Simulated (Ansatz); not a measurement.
Geometry optimisation of Al2P2⁻.

```yaml
crystal:
  periodic: [false, false, false]
  atoms:
    - {symbol: Al, position_ang: [-1.350500, 0.163120, -1.560510]}
    - {symbol: Al, position_ang: [1.349910, -0.165520, 1.560910]}
    - {symbol: P, position_ang: [0.449810, -0.875830, -0.481550]}
    - {symbol: P, position_ang: [-0.449220, 0.878230, 0.481140]}
basis:
  gaussian: {orbitals: def2-TZVPD}
total_charge: -1
magnetization: {spin_polarized: true, initial_magnetization: 1}
hamiltonian: {xc: {name: B3LYP}, dispersion: d4}
scf: {lower_state_search: "off"}
output: {orbitals: {seedname: orbitals}}
relax: {f_tol: 0.02, max_steps: 100}
```

```sh
$ ansatz run in.yaml --threads 2 --pin off --events-out ev --progress --plain --max-ram 4352MiB
```

It prints (some lines left out):

```
Functional definition: B3LYP
mean field -31775.85399225 eV, -1167.7410957676 hartree, gradient 2.1e-6 eV, S^2 0.759206; 0 other end points of the search recorded, 0 dependent functions left out
relax step   1: F+E_penalty+E_count = -31776.25687822 eV  Δ(F+E_penalty+E_count) = +0.000e0 eV  max|allowed force component| = 8.218e-1 eV/Å  Δτ_max = 0.0000 Å  (16 SCF iters, accepted)
mean field -31775.94468391 eV, -1167.7444286247 hartree, gradient 1.5e-6 eV, S^2 0.759779; 0 other end points of the search recorded, 0 dependent functions left out
relax step   2: F+E_penalty+E_count = -31776.34406706 eV  Δ(F+E_penalty+E_count) = -8.719e-2 eV  max|allowed force component| = 2.837e-1 eV/Å  Δτ_max = 0.0563 Å  (20 SCF iters, accepted)
mean field -31775.92557979 eV, -1167.7437265614 hartree, gradient 2.1e-6 eV, S^2 0.760529; 0 other end points of the search recorded, 0 dependent functions left out
relax step   3: F+E_penalty+E_count = -31776.32550925 eV  Δ(F+E_penalty+E_count) = +1.856e-2 eV  max|allowed force component| = 4.201e-1 eV/Å  Δτ_max = 0.0418 Å  (22 SCF iters, rejected (line search))
mean field -31775.95879575 eV, -1167.7449472255 hartree, gradient 1.7e-6 eV, S^2 0.760164; 0 other end points of the search recorded, 0 dependent functions left out
relax step   4: F+E_penalty+E_count = -31776.35686209 eV  Δ(F+E_penalty+E_count) = -1.280e-2 eV  max|allowed force component| = 6.932e-2 eV/Å  Δτ_max = 0.0205 Å  (21 SCF iters, accepted)
mean field -31775.96011691 eV, -1167.7449957770 hartree, gradient 1.2e-6 eV, S^2 0.760257; 0 other end points of the search recorded, 0 dependent functions left out
relax step   5: F+E_penalty+E_count = -31776.35766043 eV  Δ(F+E_penalty+E_count) = -7.983e-4 eV  max|allowed force component| = 4.258e-3 eV/Å  Δτ_max = 0.0086 Å  (22 SCF iters, accepted)
mean field -31775.96012170 eV, -1167.7449959532 hartree, gradient 6.6e-6 eV, S^2 0.760252; 0 other end points of the search recorded, 0 dependent functions left out
relax step   6: F+E_penalty+E_count = -31776.35766216 eV  Δ(F+E_penalty+E_count) = -1.731e-6 eV  max|allowed force component| = 5.794e-4 eV/Å  Δτ_max = 0.0003 Å  (12 SCF iters, accepted)
mean field -31775.96012561 eV, -1167.7449960969 hartree, gradient 1.9e-6 eV, S^2 0.760251; 0 other end points of the search recorded, 0 dependent functions left out
relax step   7: F+E_penalty+E_count = -31776.35766506 eV  Δ(F+E_penalty+E_count) = -2.906e-6 eV  max|allowed force component| = 1.980e-3 eV/Å  Δτ_max = 0.0009 Å  (16 SCF iters, accepted)
mean field -31775.96013139 eV, -1167.7449963092 hartree, gradient 2.8e-6 eV, S^2 0.760250; 0 other end points of the search recorded, 0 dependent functions left out
relax step   8: F+E_penalty+E_count = -31776.35767061 eV  Δ(F+E_penalty+E_count) = -5.546e-6 eV  max|allowed force component| = 2.825e-3 eV/Å  Δτ_max = 0.0011 Å  (16 SCF iters, accepted)
mean field -31775.96016466 eV, -1167.7449975319 hartree, gradient 1.4e-6 eV, S^2 0.760250; 0 other end points of the search recorded, 0 dependent functions left out
relax step   9: F+E_penalty+E_count = -31776.35770525 eV  Δ(F+E_penalty+E_count) = -3.464e-5 eV  max|allowed force component| = 3.758e-3 eV/Å  Δτ_max = 0.0039 Å  (23 SCF iters, accepted)
mean field -31775.96029766 eV, -1167.7450024194 hartree, gradient 2.8e-6 eV, S^2 0.760250; 0 other end points of the search recorded, 0 dependent functions left out
relax step  10: F+E_penalty+E_count = -31776.35784392 eV  Δ(F+E_penalty+E_count) = -1.387e-4 eV  max|allowed force component| = 4.515e-3 eV/Å  Δτ_max = 0.0078 Å  (23 SCF iters, accepted)
mean field -31775.96083494 eV, -1167.7450221640 hartree, gradient 1.8e-6 eV, S^2 0.760249; 0 other end points of the search recorded, 0 dependent functions left out
relax step  11: F+E_penalty+E_count = -31776.35839844 eV  Δ(F+E_penalty+E_count) = -5.545e-4 eV  max|allowed force component| = 1.345e-2 eV/Å  Δτ_max = 0.0157 Å  (24 SCF iters, accepted)
mean field -31775.96295968 eV, -1167.7451002470 hartree, gradient 2.2e-6 eV, S^2 0.760229; 0 other end points of the search recorded, 0 dependent functions left out
relax step  12: F+E_penalty+E_count = -31776.36058228 eV  Δ(F+E_penalty+E_count) = -2.184e-3 eV  max|allowed force component| = 2.888e-2 eV/Å  Δτ_max = 0.0319 Å  (25 SCF iters, accepted)
mean field -31775.98803853 eV, -1167.7460218775 hartree, gradient 2.3e-6 eV, S^2 0.759654; 0 other end points of the search recorded, 0 dependent functions left out
relax step  13: F+E_penalty+E_count = -31776.38840147 eV  Δ(F+E_penalty+E_count) = -2.782e-2 eV  max|allowed force component| = 7.489e-2 eV/Å  Δτ_max = 0.2000 Å  (27 SCF iters, accepted)
mean field -31775.94272018 eV, -1167.7443564592 hartree, gradient 2.2e-6 eV, S^2 0.759224; 0 other end points of the search recorded, 0 dependent functions left out
relax step  14: F+E_penalty+E_count = -31776.34713648 eV  Δ(F+E_penalty+E_count) = +4.126e-2 eV  max|allowed force component| = 3.799e-1 eV/Å  Δτ_max = 0.1962 Å  (27 SCF iters, rejected (line search))
mean field -31775.99016068 eV, -1167.7460998653 hartree, gradient 1.6e-6 eV, S^2 0.759427; 0 other end points of the search recorded, 0 dependent functions left out
relax step  15: F+E_penalty+E_count = -31776.39245556 eV  Δ(F+E_penalty+E_count) = -4.054e-3 eV  max|allowed force component| = 1.073e-2 eV/Å  Δτ_max = 0.0615 Å  (23 SCF iters, accepted)
Total energy: -31776.39266810 eV, -1167.7608917400 hartree
Atom 0 at    -1.548345    -0.019539    -1.411653 Å, force     0.007948     0.001117     0.007992 eV/Å
Atom 1 at     1.155038    -0.348569     1.713152 Å, force    -0.006440     0.002652    -0.008903 eV/Å
Atom 2 at     0.651238    -0.701879    -0.637385 Å, force     0.004471    -0.010726    -0.004638 eV/Å
Atom 3 at    -0.257931     1.069987     0.335876 Å, force    -0.005979     0.006957     0.005549 eV/Å
Dipole moment:     0.068067     0.063399    -0.052211 e Å
Checks for a lower state left out: stability, starts, cluster_reference, orbital_swaps, neighbouring_geometries, increment
```

It took 2 min on 2 threads of AMD EPYC 7R43 on a shared host, peak host memory 0.55 GiB.

The structure comes from a short search, and lower isomers may exist.
